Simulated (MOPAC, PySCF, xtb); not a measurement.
Noncovalent pair: C2H2 (SMILES C#C) (first 4 atoms) with H4OSi (SMILES O[SiH3]); geometry from B3LYP-D3(BJ)/def2-TZVP, rigid monomers moved along the line of their centres of mass till C1···H7 is 3.26 Å.
(charge 0, multiplicity 1):
```xyz
10

C      0.1352     0.8027     0.5367
C      0.2253    -0.3889     0.4559
H      0.0585     1.8612     0.6060
H      0.3089    -1.4465     0.3811
O     -1.1919    -0.1479     4.4113
Si     0.0996    -0.0944     5.4344
H     -1.0025    -0.0757     3.4678
H      1.0548    -1.2028     5.1790
H     -0.4482    -0.2194     6.8005
H      0.8481     1.1829     5.3143
```

Counterpoise-corrected where a basis set is named; no monomer relaxation. Rows marked so take none.

Rows in 3-21G carry no dispersion term and start afresh at each structure. The state reached by PM7 isn't checked; PM7 holds dispersion and hydrogen-bond terms.

Codes used: MOPAC for PM7 (differences of heats of formation); PySCF for 3-21G rows; xtb for the GFN methods. Each number belongs to the level named beside it.

Question: One of these levels gives -0.74 kcal/mol for the interaction energy. Which one is it?
A) PM7
B) HF/3-21G (no counterpoise)
C) GFN-FF

Answer: A, PM7. The others give -1.41 (GFN-FF), -2.00 (HF/3-21G (no counterpoise))
